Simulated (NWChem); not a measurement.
Species: CCl$_{2}$, singlet; SMILES [C](Cl)Cl

Results from NWChem. Pople sets run with spherical d functions. Low-valent species are run as closed-shell singlets; no triplet was tried in these runs. All runs use the structure optimised with PBE-D3(BJ)/def2-SVP. Static field.

```json
[
 {"level": "PBE/6-31G*", "basis functions": "50", "isotropic polarisability (bohr³)": "31.5", "anisotropy (bohr³)": "32.9", "relative time": "2"},
 {"level": "PBE/6-31+G*", "basis functions": "62", "isotropic polarisability (bohr³)": "38.9", "anisotropy (bohr³)": "31.3", "relative time": "3"},
 {"level": "PBE/def2-SVP", "basis functions": "50", "isotropic polarisability (bohr³)": "30.0", "anisotropy (bohr³)": "28.2", "relative time": "1"},
 {"level": "PBE/def2-SVPD", "basis functions": "74", "isotropic polarisability (bohr³)": "45.3", "anisotropy (bohr³)": "29.6", "relative time": "2"},
 {"level": "PBE/def2-TZVP", "basis functions": "105", "isotropic polarisability (bohr³)": "38.6", "anisotropy (bohr³)": "30.8", "relative time": "6"},
 {"level": "PBE/aug-cc-pVDZ", "basis functions": "77", "isotropic polarisability (bohr³)": "44.8", "anisotropy (bohr³)": "29.9", "relative time": "6"},
 {"level": "PBE/Sadlej pVTZ", "basis functions": "88", "isotropic polarisability (bohr³)": "46.4", "anisotropy (bohr³)": "30.0", "relative time": "4"},
 {"level": "PBE/def2-TZVPD", "basis functions": "129", "isotropic polarisability (bohr³)": "46.4", "anisotropy (bohr³)": "30.2", "relative time": "8"},
 {"level": "PBE/aug-cc-pVTZ", "basis functions": "146", "isotropic polarisability (bohr³)": "46.1", "anisotropy (bohr³)": "30.0", "relative time": "40"}
]
```

Times are rough ratios from one shared machine.
